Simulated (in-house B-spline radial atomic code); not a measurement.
**The manganese ion Mn²⁺: [Ne] 3s2 3p5 3d5 6f1 (an excited or competing configuration)**

Computed with an all-electron radial atomic-structure program (B-spline basis): Dirac-Hartree-Fock, average of configuration, Fermi nucleus of rms radius 3.7057 fm.

Screening seen three ways: the hydrogenic charge with the same mean radius, Z_r = [3n² - l(l+1)]/(2<r>), the one with the same energy, Z_e = n√(-2ε), and Slater's rules. Values are occupation-weighted means over j.

```
shell  electrons   ε (eV)  <r> (bohr)    Z_r    Z_e  Slater
   1s          2  -6642.4     0.06085  24.65  22.10   24.70
   2s          2  -842.35      0.2773  21.63  15.74   20.85
   2p          6  -716.04      0.2465  20.28  14.51   20.85
   3s          2  -139.65       0.843  16.01   9.61   14.10
   3p          5  -103.65      0.8876  14.08   8.28   14.10
   3d          5  -48.918       1.029  10.21   5.69    6.60
   6f          1  -3.4241       15.85   3.03   3.01    3.00
```

The least bound orbital is 6f5/2 at -3.424 eV, and it is also the most diffuse (<r> = 15.85 bohr).

Spin-orbit splittings of the orbital energies (j = l + 1/2 above j = l - 1/2 when positive): 2p 10.63 eV, 3p 1.38 eV, 3d 0.1351 eV, 6f -7.938e-05 eV.

For the 1s electron the small component carries 0.808 % of the norm, the zero-frequency Breit interaction raises the level by 7.356 eV, self-energy by 3.604 eV, and vacuum polarisation lowers it by 0.3004 eV.
